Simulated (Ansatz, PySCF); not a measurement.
Species: sum formula SiN2H4Cl2, net charge 0, singlet state. 
Geometry from a B3LYP-D3(BJ)/def2-TZVP (Ansatz, an electronic-structure program) optimisation:
```
Si
N 1 1.6925
H 2 1.0069 1 120.84
H 2 1.0080 3 112.58 1 152.00
N 1 1.6925 2 109.07 3 -156.63
H 5 1.0069 1 120.84 2 -156.63
H 5 1.0080 6 112.58 1 152.00
Cl 1 2.0678 2 116.48 3 85.13
Cl 1 2.0678 2 104.75 3 -31.26
```
Charge 0, spin multiplicity 1.

Quantity: atomisation energy (electronic, to ground-state atoms), in kJ/mol. Correlated levels leave the core frozen unless marked. Open shells are spin-unrestricted. Spin-orbit coupling is left out. No relativistic terms. The coupled-cluster limit lacks core correlation, which all-electron functionals hold. Basis-set limits of correlation are two-point, X^-3; Hartree-Fock from the larger set. The bracket is a focal-point correction in the basis named.

```
level                                                                             program  atomisation energy (kJ/mol)  minus last row  rough core time
-------------------------------------------------------------------------  --------------  ---------------------------  --------------  ---------------
HF/aug-cc-pV(T+d)Z                                                                 Ansatz                       2190.8          -988.4                -
HF/aug-cc-pV(Q+d)Z                                                                 Ansatz                       2197.9          -981.3             28 s
PBE-D4/def2-TZVPD                                                          Ansatz + dftd4                       3219.4            40.2       under 20 s
BLYP-D3(BJ)/def2-TZVPD                                                     Ansatz + dftd3                       3152.2           -27.0       under 20 s
BLYP-D4/def2-TZVPD                                                         Ansatz + dftd4                       3155.0           -24.2       under 20 s
r2SCAN/def2-TZVPD                                                                  Ansatz                       3150.1           -29.1       under 20 s
r2SCAN-D3(BJ)/def2-TZVPD                                                   Ansatz + dftd3                       3157.2           -22.0       under 20 s
B97M-V/def2-TZVPD                                                                  Ansatz                       3180.3             1.1       under 20 s
B3LYP-D3(BJ)/def2-TZVPD                                                    Ansatz + dftd3                       3158.2           -21.0       under 20 s
BHLYP/def2-TZVPD                                                                   Ansatz                       3026.0          -153.2       under 20 s
TPSSh/def2-TZVPD                                                                    PySCF                       3125.2           -54.0                -
r2SCANh-D4/def2-TZVPD                                                      Ansatz + dftd4                       3133.9           -45.3       under 20 s
PBE-QIDH/def2-TZVPD                                                                Ansatz                       3121.7           -57.5       under 20 s
MP2/6-31G*                                                                         Ansatz                       2788.5          -390.7                -
RI-MP2/cc-pV(T+d)Z                                                                 Ansatz                       3120.0           -59.2       under 20 s
SCS-MP2/STO-3G                                                                     Ansatz                       2630.6          -548.6                -
SCS-MP2/cc-pV(T+d)Z                                                                Ansatz                       3107.4           -71.8                -
CCSD/aug-cc-pV(D+d)Z                                                               Ansatz                       2834.4          -344.8                -
CCSD(T)/STO-3G                                                                     Ansatz                       2686.3          -492.9       under 20 s
CCSD(T)/aug-cc-pV(T+d)Z                                                            Ansatz                       3077.9          -101.3                -
RI-MP2/CBS(aug-cc-pV(T+d)Z,aug-cc-pV(Q+d)Z)+[CCSD(T)-MP2]/aug-cc-pV(T+d)Z          Ansatz                       3179.2             0.0                -
```

Core times are rough, on shared machines, summed over the molecules involved; a dash marks a level read off another run, or run on other hardware, by another program or under a memory cap.
